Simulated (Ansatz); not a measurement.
Born–Oppenheimer molecular dynamics of AlClFH2N (6 atoms, charge 0, multiplicity 1). It starts from a relaxed structure.

Theory: RKS r2SCAN-D4/def2-SVP in Ansatz.

```
ensemble                      : NVE (velocity Verlet)
time step                     : 1 fs
steps asked                   : 100
starting velocities drawn for : 3000 K
seed                          : 245692
```

First frame:

```xyz
6
Properties=species:S:1:pos:R:3
Al 0.067 0.039 -0.002
Cl -0.009 -0.527 2.008
N 1.572 -0.006 -0.899
H 2.464 -0.299 -0.514
H 1.679 0.256 -1.874
F -1.330 0.537 -0.744
```

(1) How far do the bonds stretch over the last three quarters of this one trajectory? (Pairs bonded in most of those frames.)

Answers

(1) 
```csv
bond,mean (Å),spread (Å),shortest,longest
Al1–Cl2,2.108,0.026,2.06,2.14
Al1–N3,1.796,0.047,1.72,1.90
Al1–F6,1.674,0.034,1.62,1.74
N3–H4,1.044,0.014,1.02,1.07
N3–H5,1.046,0.046,0.97,1.11
```

Mean temperature of the second half: 1686 K. The conserved energy stayed within 1.8 meV per atom of its start (net change -0.2 meV per atom), so the integration is sound. Over the second half the temperature averaged 0.56 of the 3000 K drawn at the start: a run that starts near a minimum puts about half its kinetic energy into the potential. A run of 0.1 ps of so small a system gives no equilibrium averages.

The run took 3.8 min on 1 thread of Intel(R) Xeon(R) Platinum 8488C (Sapphire Rapids), with other jobs on the host, peak memory 0.15 GiB.
